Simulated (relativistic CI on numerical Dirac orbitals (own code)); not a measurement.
**Slater and spin-orbit integrals, Xe29+**

These numbers are calculated, not measured: Dirac-Coulomb-Breit CI, orbitals from a KLI potential per configuration, model QED (radiative potential, 1s self-energy scaled to tabulated hydrogen-like ionisation energies), unscaled Slater integrals (own radial code, finite nucleus).

Slater integrals F^k, G^k are unscaled and averaged over j, outside the closed core [Ne]; ζ comes from projecting the Hamiltonian with its Breit term on Σ l·s of the shell.

- 3s2.3p6.3d7: F^2(3d,3d) = 386560, F^4(3d,3d) = 248730, ζ(3d) = 46016 cm⁻¹; <r>(3d) = 0.262, <r^2>(3d) = 0.0801 (bohr units).
- 3s2.3p5.3d8: ζ(3p) = 362790, F^2(3d,3d) = 385700, F^4(3d,3d) = 248150, F^2(3p,3d) = 342350, G^1(3p,3d) = 376080, G^3(3p,3d) = 247540, ζ(3d) = 45454 cm⁻¹; <r>(3p) = 0.2898, <r^2>(3p) = 0.09711, <r>(3d) = 0.2625, <r^2>(3d) = 0.08042 (bohr units).
- 3s2.3p4.3d9: F^2(3p,3p) = 341750, ζ(3p) = 362500, F^2(3p,3d) = 341920, G^1(3p,3d) = 376010, G^3(3p,3d) = 247370, ζ(3d) = 44897 cm⁻¹; <r>(3p) = 0.2902, <r^2>(3p) = 0.09734, <r>(3d) = 0.263, <r^2>(3d) = 0.08075 (bohr units).

Task: Give the Racah parameters of the d shell in 3s2.3p6.3d7.

Result: B = F²/49 − 5F⁴/441 = 5069 cm⁻¹ and C = 35F⁴/441 = 19740 cm⁻¹.

Averages of the first 10 configurations, taken without configuration mixing, which lowers the lowest level and can move excited configurations by several eV; other configurations of the list can lie among them:

| Configuration | Parity | States | Average energy above the lowest level (eV) |
| --- | --- | --- | --- |
| 3s2.3p6.3d7 | even | 120 | 26.2 |
| 3s2.3p5.3d8 | odd | 270 | 287.4 |
| 3s2.3p4.3d9 | even | 150 | 553.9 |
| 3s.3p6.3d8 | even | 90 | 474.4 |
| 3p6.3d9 | even | 10 | 929.7 |
| 3s.3p5.3d9 | odd | 120 | 734.3 |
| 3s2.3p6.3d6.4s | even | 420 | 725.2 |
| 3s2.3p6.3d6.4p | odd | 1260 | 792.9 |
| 3s2.3p6.3d6.4d | even | 2100 | 886.7 |
| 3s2.3p4.3d8.4s | even | 1350 | 1241.0 |
